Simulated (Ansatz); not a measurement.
A run for Ansatz (a first-principles code): R-MP2/aug-cc-pV(T+d)Z on H4OSi (SMILES O[SiH3]), atoms moved off the minimum. Files ending in .json are basis or fitting sets from the Basis Set Exchange.

Ansatz 0.2 input:
```yaml
crystal:
  periodic: [false, false, false]
  atoms:
    - {symbol: Si, position_ang: [-0.43740967, 0.17344558, -0.01703418]}
    - {symbol: O, position_ang: [0.97473349, -0.27061908, -0.24908562]}
    - {symbol: H, position_ang: [-0.74422186, 1.53380817, -0.11279985]}
    - {symbol: H, position_ang: [-1.10728212, -0.59992388, -1.05151702]}
    - {symbol: H, position_ang: [-0.99214171, -0.16141171, 1.36398395]}
    - {symbol: H, position_ang: [1.65794995, 0.11265521, 0.37352993]}
basis:
  gaussian:
    orbitals: aug-cc-pV_T+d_Z.json
magnetization: {spin_polarized: false}
correlation: {method: mp2, electrons: outside_noble_gas}
scf: {lower_state_search: off}
output: {forces: true}
```

The head of its log:

```
WARN ansatz: RAYON_NUM_THREADS=1 ignored (pool sized by the plan → 1); use --threads N
Functional definition: HF
these checks for a lower state are left out or cut short: starts, cluster_reference, orbital_swaps, neighbouring_geometries, increment
integrals: 0.29 GiB planned
1098 factors; integrals over basis functions are off by at most 9.8e-4 eV
mean field: 0.44 GiB planned
mean field evaluation 1: about -9962.0635 eV, gradient 3.6e1 eV
mean field evaluation 2: about -9962.0639 eV, gradient 3.6e1 eV
mean field evaluation 4: about -9964.4680 eV, gradient 2.4e0 eV
mean field evaluation 8: about -9964.4932 eV, gradient 1.1e-1 eV
mean field -9964.49327979 eV, -366.1883738561 hartree, gradient 1.0e-6 eV, S^2 0.000000; 0 other end points of the search recorded, 0 dependent functions left out
6 core orbitals not correlated
reference -9964.49327979 eV, -366.1883738561 hartree; 7, 7 occupied and 180, 180 virtual orbitals, 1098 factors
densities: 0.48 GiB planned
```

Task: Predict the final total energy.

Result: -366.5715 hartree.
